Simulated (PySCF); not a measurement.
**Which functional comes closest?**

Molecule: `Nc1cccc(Cl)c1`, C6H6ClN.

Mapped SMILES: `[NH2:1][c:2]1[cH:3][cH:4][cH:5][c:6]([Cl:7])[cH:8]1`. Each H is labelled by its parent atom.

Geometry PBE0-D3(BJ)/def2-SVP throughout; GIAO in PySCF 2.14, gas phase, one conformer, non-relativistic; equivalent atoms averaged; basis pcSseg-1.

Reference values (measured; solution, CDCl3; Viesser, Ducati, Tormena, Autschbach, PCCP 2018 (ESI)): δ(C6) = 135.0 ppm. Computed shifts are taken against TMS, calculated as an isolated molecule at each level.

Problem. How do the functionals HF, BP86, OPBE, KT2, KT3, B97-D, B3LYP, PBE0, WP04, LC-wPBE perform against the reference? Times are CPU seconds on shared hosts with different chips, so compare them loosely; the GGAs took longer than the global hybrids here, which isn't the general rule, and the cause wasn't traced.

Solution. 
```csv
functional,kind,C6,abs. error C,core-s
HF,Hartree–Fock,150.7,15.7,9.9
BP86,GGA,145.4,10.4,28
OPBE,GGA,137.5,2.5,28
KT2,GGA,136.7,1.7,26
KT3,GGA,135.0,0.0,26
B97-D,GGA,141.6,6.6,26
B3LYP,global hybrid,149.0,14.0,18
PBE0,global hybrid,146.9,11.9,21
WP04,global hybrid,149.7,14.7,19
LC-wPBE,range-separated hybrid,151.0,16.0,33
```

For ¹³C the closest is KT3 (0.0 ppm) and the furthest LC-wPBE (16.0 ppm). One molecule is a small sample, and vibrational and solvent effects are absent from the calculation.
